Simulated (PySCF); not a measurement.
PySCF input:

```python
from pyscf import gto, scf, dft

mol = gto.M(
    atom='''
    C     1.49375860    0.93590360    0.61655776
    C     0.54448626    0.25735295    0.32958994
    C    -0.58743394   -0.59110517    0.03664527
    O    -1.28222454   -0.47303958   -0.94259566
    H     2.33101412    1.54736477    0.85341856
    H    -0.77808336   -1.37595642    0.79058889
    ''',
    basis='def2-tzvpd',
    charge=0,
    spin=0,
    verbose=4,
)

mf = dft.RKS(mol, xc='m062x').density_fit(auxbasis='def2-universal-jkfit')
mf.grids.level = 4
mf.conv_tol = 1e-9
mf.max_cycle = 100
mf.max_memory = 1500
mf.kernel()
if not mf.converged:
    mf = mf.newton()
    mf.kernel(mf.make_rdm1())
mf.analyze()
```

Question: What final total energy does it print?

Answer: -190.64691 Eh (M06-2X/def2-TZVPD).
